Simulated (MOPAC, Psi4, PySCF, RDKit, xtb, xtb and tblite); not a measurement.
Two geometries of SMILES OCCC#C, singlet, relaxed at GFN2-xTB with one dihedral held; other torsions can differ between them too.

Structure A

```
11

C      0.3374    -3.2155    -0.6843
C      0.2281    -2.0240    -0.6751
C      0.1141    -0.5821    -0.6434
C      1.2511     0.0476     0.1708
O      1.1083     1.4551     0.1470
H      0.4211    -4.2607    -0.7052
H      0.1486    -0.1858    -1.6612
H     -0.8442    -0.2988    -0.1998
H      1.2182    -0.3399     1.1955
H      2.2192    -0.2316    -0.2694
H      1.3128     1.8206     1.0109
```

Structure B

```
11

C      2.2159     0.0288     0.3995
C      1.1669    -0.3196    -0.0584
C     -0.1302    -0.6752    -0.6001
C     -1.2571     0.0520     0.1405
O     -1.1464     1.4584     0.0893
H      3.1456     0.3031     0.8001
H     -0.2786    -1.7543    -0.5098
H     -0.1589    -0.4127    -1.6635
H     -1.2554    -0.2477     1.1969
H     -2.2231    -0.2331    -0.2974
H     -0.3609     1.6915    -0.4161
```

Task: Which is lower in energy at the level DF-MP2 (frozen core)/cc-pVTZ // GFN2-xTB (Psi4 1.11), and by how much?

Result: A is lower, by 0.84 kcal/mol (dihedral C3–C4–O5–H11: 140° in A, 0° in B).

E(B) − E(A) in kcal/mol at the other levels, on the same two geometries: GFN2-xTB (xtb and tblite) -0.53; MMFF94 // GFN2-xTB (RDKit) -0.08; B3LYP/def2-TZVP // GFN2-xTB (Psi4) 1.27; B3LYP-D3(BJ)/def2-TZVP // GFN2-xTB (Psi4) 0.85; PBE/def2-TZVP // GFN2-xTB (Psi4) 0.84; PBE-D3(BJ)/def2-TZVP // GFN2-xTB (Psi4) 0.60; HF/cc-pVTZ // GFN2-xTB (Psi4) 1.87; UFF // GFN2-xTB (RDKit) 3.31; PM3, restricted, heats of formation // GFN2-xTB (MOPAC) -0.67; AM1, restricted, heats of formation // GFN2-xTB (MOPAC) -0.24; GFN1-xTB // GFN2-xTB (xtb) -0.01; restricted B3LYP/6-31G*, spherical d // GFN2-xTB (PySCF) 0.78; restricted MP2 (frozen core)/3-21G // GFN2-xTB (PySCF) 1.59; restricted Hartree-Fock/STO-3G // GFN2-xTB (PySCF) 0.60; restricted MP2 (frozen core)/6-31G*, spherical d // GFN2-xTB (PySCF) 0.60.
